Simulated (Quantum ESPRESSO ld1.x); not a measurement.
All-electron atom: the mercury ion Hg3+ in [Xe] 4f14 5d9. All-electron calculation, Dirac Kohn-Sham, BLYP, spin-unpolarised, spherical densities, point nucleus; open shells fill j = l - 1/2 first. Program: ld1.x of Quantum ESPRESSO 7.5. Some entries of the table are withheld. Estimate them.

orbital,occ.,eigenvalue (hartree),<r^2> (bohr^2),<1/r> (bohr^-1)
1s1/2,2,-3053.5209,0.0003806,97.68
2s1/2,2,-541.7662,0.005736,24.05
2p1/2,2,-519.7749,0.004053,23.99
2p3/2,4,-448.1633,0.005239,19.41
3s1/2,2,-129.4993,0.03723,8.821
3p1/2,2,-119.6130,0.03392,8.730
3p3/2,4,-103.7512,0.04031,7.537
3d3/2,4,-87.4157,0.03086,7.436
3d5/2,6,-84.0177,0.03259,7.166
4s1/2,2,(1),0.1799,3.737
4p1/2,2,-25.2086,0.1832,3.626
4p3/2,4,-21.3770,0.2155,3.212
4d3/2,4,(2),0.2264,3.011
4d5/2,6,(3),0.2377,2.916
5s1/2,2,-5.5831,0.9088,1.528
4f5/2,6,-4.8551,(4),2.553
4f7/2,8,-4.7009,(5),2.517
5p1/2,2,(6),1.057,1.403
5p3/2,4,(7),1.272,1.252
5d3/2,4,-1.5985,2.158,(8)
5d5/2,5,-1.5226,2.306,(9)

Answer. 
(1) 4s1/2 eigenvalue (hartree): -29.4435
(2) 4d3/2 eigenvalue (hartree): -14.4650
(3) 4d5/2 eigenvalue (hartree): -13.7509
(4) 4f5/2 <r^2> (bohr^2): 0.2770
(5) 4f7/2 <r^2> (bohr^2): 0.2849
(6) 5p1/2 eigenvalue (hartree): -4.1818
(7) 5p3/2 eigenvalue (hartree): -3.5018
(8) 5d3/2 <1/r> (bohr^-1): 0.9586
(9) 5d5/2 <1/r> (bohr^-1): 0.9243
